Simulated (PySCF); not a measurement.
C7H6F2S.
Bonds: F1–C2, C2–F3, C2–C4, C4–C5 (aromatic), C5–C6 (aromatic), C6–C7 (aromatic), C7–C8 (aromatic), C8–C9 (aromatic), C9–S10, C4–C9 (aromatic). Hydrogens: H11 on C2; H12 on C5; H13 on C6; H14 on C7; H15 on C8; H16 on S10.

Computed with PySCF at CAM-B3LYP/def2-SVPD, non-relativistic, on one gas-phase PBE0-D3(BJ)/def2-SVP geometry that isn't relaxed in the solvent. The solvent is an IEF-PCM continuum (cavity from Bondi-type radii × 1.2). Specific hydrogen bonds and non-electrostatic terms are outside this model.

Gas phase at CAM-B3LYP/def2-SVPD: HOMO -8.15 eV, LUMO -0.07 eV, dipole 1.92 D.

What does the continuum do to the energy, the frontier levels and the dipole at CAM-B3LYP/def2-SVPD in chloroform and acetone?

```
   solvent      ε  E(solvent) − E(gas) (kJ/mol)  polarisation term (kJ/mol)  distortion of the solute (kJ/mol)  HOMO (eV)  LUMO (eV)  dipole (D)
chloroform  4.711                        -13.65                      -14.82                               1.17      -8.06       0.06        2.23
   acetone  20.49                        -18.35                      -20.53                               2.18      -8.05       0.08        2.31
```

Polarisation term: ½ Σ q·V over the induced surface charges. Distortion: the rise of the solute's own energy as its density leaves the gas-phase optimum. From chloroform to acetone the lowering changes by a factor 1.34, Onsager's factor (ε − 1)/(2ε + 1) by 1.30 and ε itself by 4.3.

Which radius a makes the point-dipole formula ΔE = −[(ε − 1)/(2ε + 1)]·μ²/a³ give the value in acetone, with the gas-phase dipole?

μ = 0.754 au and |ΔE| = 0.00699 Eh give a = 1.78 Å; the farthest nucleus lies 3.32 Å from the centroid of the nuclei, so such a sphere wouldn't even hold the nuclei. The formula assumes a rigid point dipole at the centre of a sphere.

How does the static polarisability (CAM-B3LYP/def2-SVPD, frozen core, with the continuum's full static response) change?

```json
{"medium": "gas", "isotropic (au)": "102.3", "principal values (au)": "65.8, 110.5, 130.6", "⟨r²⟩ of the electrons (bohr²)": "1628.5"}
{"medium": "chloroform", "isotropic (au)": "130.4", "principal values (au)": "82.9, 140.6, 167.8", "⟨r²⟩ of the electrons (bohr²)": "1628.0"}
{"medium": "acetone", "isotropic (au)": "142.2", "principal values (au)": "92.3, 152.4, 181.8", "⟨r²⟩ of the electrons (bohr²)": "1627.8"}
```

The isotropic value in acetone is 1.39 times the gas-phase one; no cavity-field correction is applied. ⟨r²⟩ is taken about the centre of nuclear charge.

Conformer computed: `[F:1][CH:2]([F:3])[c:4]1[cH:5][cH:6][cH:7][cH:8][c:9]1[SH:10]`: F1–C2–C4–C5 7°, H–S10–C9–C8 141°.
